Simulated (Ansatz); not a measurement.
```yaml
crystal:
  periodic: [false, false, false]
  atoms:
    - {symbol: Ga, position_ang: [0.597386, 1.598866, 0.989453]}
    - {symbol: Ga, position_ang: [-0.526692, 0.345055, -1.570303]}
    - {symbol: N, position_ang: [0.143957, -0.496730, 0.585033]}
    - {symbol: N, position_ang: [-0.214661, -1.447191, -0.004172]}
basis:
  gaussian: {orbitals: def2-SVP}
hamiltonian: {xc: {name: PBE0}}
scf: {omitted_lower_state_checks: [starts]}
```

```sh
$ ansatz run in.yaml --threads 2 --pin off --events-out ev --progress --plain --max-ram 4352MiB
```

Output, abridged:

```
Functional definition: PBE0
920 factors; integrals over basis functions are off by at most 1.0e-3 eV
mean field evaluation 1: about -107694.5839 eV, gradient 4.9e1 eV
mean field evaluation 2: about -107639.0364 eV, gradient 1.5e2 eV
mean field evaluation 4: about -107701.8231 eV, gradient 6.9e0 eV
mean field evaluation 8: about -107701.9768 eV, gradient 3.2e-1 eV
mean field evaluation 16: about -107702.0606 eV, gradient 2.1e-4 eV
mean field -107702.06062664 eV, -3957.9777249503 hartree, gradient 4.8e-5 eV, S^2 0.000000; 0 other end points of the search recorded, 0 dependent functions left out
reference -107702.06065145 eV, -3957.9777258620 hartree; 38, 38 occupied and 54, 54 virtual orbitals, 920 factors
Total energy: -107702.06065145 eV, -3957.9777258620 hartree
Checks for a lower state left out: starts
```

Hardware: 2 threads of Arm Neoverse V1 on a shared host. Wall time 1.7 s.
